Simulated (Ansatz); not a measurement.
Stepwise reaction of `O=C=N[SiH2]F` with hydrogen chloride, as a gas-phase model of exchange steps in deposition or etching. ΔE in kJ/mol.

Computed with Ansatz on PBE0-D4/def2-TZVP structures; ΔE is electronic, products minus reactants. CCSD(T)/CBS is the MP2 limit (def2-TZVPP, def2-QZVPP) plus CCSD(T) − MP2 in def2-TZVPP, frozen cores. This one scheme is used for every species. DFT in def2-TZVPP. B3LYP here is the variant with VWN-RPA as its local correlation; programs differ in this. One conformer a species, not always the lowest.

```json
{"step": "1", "reaction": "`O=C=N[SiH2]F` + HCl → `O=C=N[SiH](F)Cl` + H₂", "PBE-D4": "-87.7", "B3LYP-D4": "-85.2", "ωB97M-V": "-87.8", "CCSD(T)/CBS": "-86.2"}
```

(1) Give the row of step 2, `O=C=N[SiH](F)Cl` + HCl → `O=C=N[Si](F)(Cl)Cl` + H₂. (An estimate is asked.)

(2) By hand: ΔE of the 2 steps together at CCSD(T)/CBS.

Answers

(1) Ansatz gave: 
| step | reaction | PBE-D4 | B3LYP-D4 | ωB97M-V | CCSD(T)/CBS |
| --- | --- | --- | --- | --- | --- |
| 2 | `O=C=N[SiH](F)Cl` + HCl → `O=C=N[Si](F)(Cl)Cl` + H₂ | -76.4 | -74.3 | -76.3 | -74.2 |

(2) (-86.2) + (-74.2) = -160.4 kJ/mol, or -80.2 kJ/mol a step.

In ΔE each step is higher than the one before. All are downhill at CCSD(T)/CBS. PBE-D4 differs from CCSD(T)/CBS by -2.2 to -1.5 kJ/mol a step. Isolated molecules leave out the surface, adducts and barriers. Largest T1 diagnostic: 0.015.
